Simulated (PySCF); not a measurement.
# Interval between two levels of Ne²⁺ by level of theory

Ne²⁺ [He] 2s2 2p4 [3P2, M_J = 2] → Ne²⁺ [He] 2s1 2p5 [3P2, M_J = 2], as a difference of total energies. Calculation: PySCF 2.14, in x2c-TZVPall-2c with one added diffuse shell each of s, p, d type (6s4p3d1f, 40 functions); the two-component X2C-1e Hamiltonian. Correlated levels: 1s2 frozen. "Screened" scales the spin-orbit matrix elements by Boettger's factors to mimic the two-electron term; Breit and QED terms are absent.

```csv
method,interval between two levels (cm⁻¹)
GHF (spin-free),214480
GMP2 (spin-free),207110
GHF (screened spin-orbit),214490
GMP2 (screened spin-orbit),207120
```

The labels give the starting determinants; with spin-orbit coupling the two ends relaxed to ⟨J²⟩ = 6.00, ⟨L²⟩ = 2.00, ⟨S²⟩ = 2.00 and ⟨J²⟩ = 6.00, ⟨L²⟩ = 2.00, ⟨S²⟩ = 2.00.
